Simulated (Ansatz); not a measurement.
`C[BH][GaH2]` + `CCC(O)=S` → `CBCC(O)=S` + `[CH3][GaH2]`  (formal exchange of groups at a B–Ga bond)

Isolated molecules relaxed with PBE0-D4/def2-TZVP in Ansatz; ΔE leaves out vibrations. CBS: MP2 limit from def2 TZ/QZ plus the TZ coupled-cluster correction, frozen cores. Functionals use def2-TZVPP. For Ga outer-core shells are correlated without core-valence functions, which leaves a few kJ/mol of doubt a bond. Scalar relativity is left out up to krypton. Each species was taken in one conformer, which may not be the lowest.

Question: Is it downhill or uphill in electronic energy at CCSD(T)/CBS, and by how much? (Best estimate.)

Answer: Ansatz gave: Downhill: ΔE = -0.64 eV.

Question: What do these levels give: B2PLYP, r2SCAN, PBE0, MP2/def2-TZVPP, SCS-MP2/def2-TZVPP, HF/CBS(def2)? (An estimate is asked.)

Answer: Computed: B2PLYP -0.66, r2SCAN -0.68, PBE0 -0.64, MP2/def2-TZVPP -0.71, SCS-MP2/def2-TZVPP -0.65, HF/CBS(def2) -0.63 eV.

Largest T1 diagnostic among the species: 0.015.
